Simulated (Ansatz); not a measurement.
One geometry of (4-phenylthiophenyl)diphenylsulfonium hexafluorophosphate, `F[P-](F)(F)(F)(F)F.c1ccc(Sc2ccc([S+](c3ccccc3)c3ccccc3)cc2)cc1`, several levels of theory.

```yaml
crystal:
  periodic: [false, false, false]
  atoms:
    - {symbol: F, position_ang: [2.151445, 5.176807, -1.292077]}
    - {symbol: P, position_ang: [3.031291, 3.807961, -1.221883]}
    - {symbol: F, position_ang: [3.862142, 4.191914, -2.568260]}
    - {symbol: F, position_ang: [1.874014, 3.030275, -2.165873]}
    - {symbol: F, position_ang: [4.147705, 4.494994, -0.256114]}
    - {symbol: F, position_ang: [3.865666, 2.347748, -1.134317]}
    - {symbol: F, position_ang: [2.162049, 3.332000, 0.141381]}
    - {symbol: C, position_ang: [-6.020220, -2.389272, 2.647504]}
    - {symbol: C, position_ang: [-5.685951, -1.283701, 3.445489]}
    - {symbol: C, position_ang: [-5.196103, -0.109099, 2.852766]}
    - {symbol: C, position_ang: [-5.046031, -0.044650, 1.454821]}
    - {symbol: S, position_ang: [-4.481794, 1.473686, 0.693343]}
    - {symbol: C, position_ang: [-2.770395, 1.141324, 0.369822]}
    - {symbol: C, position_ang: [-2.090580, -0.006947, 0.833686]}
    - {symbol: C, position_ang: [-0.734098, -0.183836, 0.542202]}
    - {symbol: C, position_ang: [-0.062324, 0.786910, -0.218145]}
    - {symbol: S, position_ang: [1.665396, 0.718024, -0.649822]}
    - {symbol: C, position_ang: [1.782601, -0.385305, -2.058449]}
    - {symbol: C, position_ang: [2.856082, -0.085136, -2.916126]}
    - {symbol: C, position_ang: [3.029807, -0.875208, -4.061549]}
    - {symbol: C, position_ang: [2.137332, -1.922201, -4.343500]}
    - {symbol: C, position_ang: [1.055576, -2.185606, -3.486319]}
    - {symbol: C, position_ang: [0.865283, -1.411415, -2.332297]}
    - {symbol: C, position_ang: [2.459286, -0.160670, 0.695993]}
    - {symbol: C, position_ang: [3.073990, 0.687265, 1.634721]}
    - {symbol: C, position_ang: [3.740782, 0.100832, 2.719947]}
    - {symbol: C, position_ang: [3.801911, -1.296646, 2.844593]}
    - {symbol: C, position_ang: [3.202570, -2.124051, 1.880061]}
    - {symbol: C, position_ang: [2.526066, -1.559543, 0.788712]}
    - {symbol: C, position_ang: [-0.713321, 1.955206, -0.662179]}
    - {symbol: C, position_ang: [-2.068720, 2.120317, -0.372349]}
    - {symbol: C, position_ang: [-5.391298, -1.149112, 0.651053]}
    - {symbol: C, position_ang: [-5.871086, -2.321756, 1.251989]}
    - {symbol: H, position_ang: [-6.404827, -3.308531, 3.115006]}
    - {symbol: H, position_ang: [-5.806072, -1.333477, 4.538630]}
    - {symbol: H, position_ang: [-4.926634, 0.763020, 3.467131]}
    - {symbol: H, position_ang: [-2.622298, -0.759178, 1.432905]}
    - {symbol: H, position_ang: [-0.200353, -1.064245, 0.929784]}
    - {symbol: H, position_ang: [3.517314, 0.764546, -2.682233]}
    - {symbol: H, position_ang: [3.861852, -0.655997, -4.747173]}
    - {symbol: H, position_ang: [2.276266, -2.531456, -5.249400]}
    - {symbol: H, position_ang: [0.347501, -2.994632, -3.720983]}
    - {symbol: H, position_ang: [0.006034, -1.589553, -1.669345]}
    - {symbol: H, position_ang: [3.033999, 1.778472, 1.489293]}
    - {symbol: H, position_ang: [4.231023, 0.745972, 3.464167]}
    - {symbol: H, position_ang: [4.336189, -1.748111, 3.694210]}
    - {symbol: H, position_ang: [3.268859, -3.218658, 1.971026]}
    - {symbol: H, position_ang: [2.078502, -2.197509, 0.012636]}
    - {symbol: H, position_ang: [-0.144748, 2.716707, -1.219039]}
    - {symbol: H, position_ang: [-2.589871, 3.026058, -0.718163]}
    - {symbol: H, position_ang: [-5.281593, -1.079213, -0.441637]}
    - {symbol: H, position_ang: [-6.140215, -3.185314, 0.624352]}
basis:
  gaussian: {orbitals: def2-SVP, initial_orbitals: start.molden}
hamiltonian: {xc: pbe}
correlation: {method: rpa}
scf: {omitted_lower_state_checks: [starts]}
```

The file start.molden holds the orbitals of an earlier run on this structure, at another level or in another basis.

```sh
$ ansatz run in.yaml --threads 2 --pin off --events-out ev --progress --plain --max-ram 32768MiB --backend cuda --devices 0, --max-vram 18GiB
```

Output, abridged:

```
Functional definition: PBE
5748 factors; integrals over basis functions are off by at most 1.6e-3 eV
mean field evaluation 1: about -72360.0976 eV, gradient 1.6e1 eV
mean field evaluation 2: about -72360.5668 eV, gradient 4.3e-1 eV
mean field evaluation 4: about -72360.4984 eV, gradient 1.7e-3 eV
mean field -72360.49840002 eV, -2659.1992684934 hartree, gradient 3.7e-6 eV, S^2 0.000000; 0 other end points of the search recorded, 0 dependent functions left out
45 core orbitals not correlated: weight in the atoms' cores, before any rotation towards them, 1.000 or more for the frozen orbitals, at most 0.000 for the correlated occupied ones
reference -72127.72088627 eV, -2650.6448526453 hartree; 87, 87 occupied and 437, 437 virtual orbitals, 5748 factors
Total energy: -72320.39062123 eV, -2657.7253348086 hartree
Checks for a lower state left out: starts
```

Run time 21 s (2 threads of AMD EPYC 7R13 on a shared host and a share (18 GiB) of an NVIDIA H100 80GB HBM3), peak host memory 3.5 GiB.

The first input with `correlation: {method: mp2}`, `output: {orbitals: {seedname: orbitals}}` and without the key `hamiltonian` (abridged; 17 s):

```
Functional definition: HF
mean field -72134.89946861 eV, -2650.9086606805 hartree, gradient 2.2e-6 eV, S^2 0.000000; unrestricted orbitals would lower it
mean field evaluation 16: about -72135.3190 eV, gradient 3.2e-1 eV
45 core orbitals not correlated: weight in the atoms' cores, before any rotation towards them, 1.000 or more for the frozen orbitals, at most 0.000 for the correlated occupied ones
second order -126.64979946 eV of doubles, -0.00000000 eV of singles
Total energy: -72261.54926807 eV, -2655.5629549645 hartree
Checks for a lower state left out: starts
```

As the first input, with `gaussian: {orbitals: def2-SVP, fitting: {mean_field: def2-universal-jkfit}, initial_orbitals: start.molden}`, `hamiltonian: {xc: {name: B3LYP}, dispersion: d4}`, `output: {orbitals: {seedname: orbitals}}` and without the key `correlation` (abridged; 15 s):

```
Functional definition: B3LYP
mean field -72422.23049152 eV, -2661.4678810123 hartree, gradient 1.5e-5 eV, S^2 0.000000
Total energy: -72425.87489853 eV, -2661.6018104998 hartree
Checks for a lower state left out: starts
```

Geometry: PBE-D4/def2-SVP.

B3LYP takes the VWN-RPA correlation. Correlated methods freeze 45 core orbitals. Single mean-field runs in def2-SVP are fitted with def2-universal-jkfit. At MP2/def2-SVP the restricted singlet (for correlated methods, its reference) is unstable: a solution with broken spin symmetry lies lower.
